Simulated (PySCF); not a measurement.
Isomers of C8H9OP.

All values: PBE0/pcSseg-1 (PySCF) at PBE0-D3(BJ)/def2-SVP geometries, gas phase, one conformer each.

Question: Rank by HOMO–LUMO gap, highest first.
A. `[CH3:1][c:2]1[cH:3][c:4]([CH3:5])[p:6][c:7]([CH:8]=[O:9])[cH:10]1` with P6–C7–C8–O9 0°
B. `[CH3:1][C:2]#[C:3][P:4]([CH3:5])[c:6]1[cH:7][cH:8][o:9][cH:10]1` with C3–P4–C6–C7 57°
C. `[CH3:1][C:2](=[O:3])[c:4]1[cH:5][p:6][cH:7][c:8]([CH3:9])[cH:10]1` with C1–C2–C4–C5 -3°

Answer: B (6.41 eV), C (5.25 eV), A (4.78 eV).

Question: Rank by the highest IAO charge on any atom, highest value first.
A. `[CH3:1][C:2]#[C:3][P:4]([CH3:5])[c:6]1[cH:7][cH:8][o:9][cH:10]1` with C3–P4–C6–C7 57°
B. `[O:1]=[P@@H:2]1[CH2:3][C@@H:4]1[c:5]1[cH:6][cH:7][cH:8][cH:9][cH:10]1` with C3–C4–C5–C6 -54°
C. `[CH3:1][c:2]1[cH:3][c:4]([CH3:5])[p:6][c:7]([CH:8]=[O:9])[cH:10]1` with P6–C7–C8–O9 0°

Answer: B (+1.318 e), A (+0.600 e), C (+0.390 e).

Question: Rank by HOMO energy, highest first.
A. `[O:1]=[P@@H:2]1[CH2:3][C@@H:4]1[c:5]1[cH:6][cH:7][cH:8][cH:9][cH:10]1` with C3–C4–C5–C6 -54°
B. `[CH3:1][C:2]#[C:3][P:4]([CH3:5])[c:6]1[cH:7][cH:8][o:9][cH:10]1` with C3–P4–C6–C7 57°
C. `[CH3:1][C:2](=[O:3])[c:4]1[cH:5][p:6][cH:7][c:8]([CH3:9])[cH:10]1` with C1–C2–C4–C5 -3°
D. `[CH3:1][c:2]1[cH:3][c:4]([CH3:5])[p:6][c:7]([CH:8]=[O:9])[cH:10]1` with P6–C7–C8–O9 0°

Answer: B (-6.22 eV), A (-6.89 eV), D (-7.08 eV), C (-7.28 eV).

All values together:

| SMILES | μ (D) | HOMO (eV) | LUMO (eV) | lowest IAO charge (e) | highest IAO charge (e) | lowest Hirshfeld charge (e) | highest Hirshfeld charge (e) |
| --- | --- | --- | --- | --- | --- | --- | --- |
| CC(=O)c1cpcc(C)c1 | 1.13 | -7.28 | -2.03 | -0.469 (C) | +0.381 (C) | -0.223 (O) | +0.165 (C) |
| O=[P@@H]1C[C@@H]1c1ccccc1 | 3.71 | -6.89 | -0.49 | -0.859 (O) | +1.318 (P) | -0.372 (O) | +0.391 (P) |
| Cc1cc(C)pc(C=O)c1 | 5.13 | -7.08 | -2.29 | -0.419 (C) | +0.390 (P) | -0.227 (O) | +0.110 (P/C) |
| CC#CP(C)c1ccoc1 | 1.69 | -6.22 | 0.19 | -0.602 (C) | +0.600 (P) | -0.159 (C) | +0.175 (P) |

Conformers: `[CH3:1][C:2](=[O:3])[c:4]1[cH:5][p:6][cH:7][c:8]([CH3:9])[cH:10]1` with C1–C2–C4–C5 -3°; `[O:1]=[P@@H:2]1[CH2:3][C@@H:4]1[c:5]1[cH:6][cH:7][cH:8][cH:9][cH:10]1` with C3–C4–C5–C6 -54°; `[CH3:1][c:2]1[cH:3][c:4]([CH3:5])[p:6][c:7]([CH:8]=[O:9])[cH:10]1` with P6–C7–C8–O9 0°; `[CH3:1][C:2]#[C:3][P:4]([CH3:5])[c:6]1[cH:7][cH:8][o:9][cH:10]1` with C3–P4–C6–C7 57°.
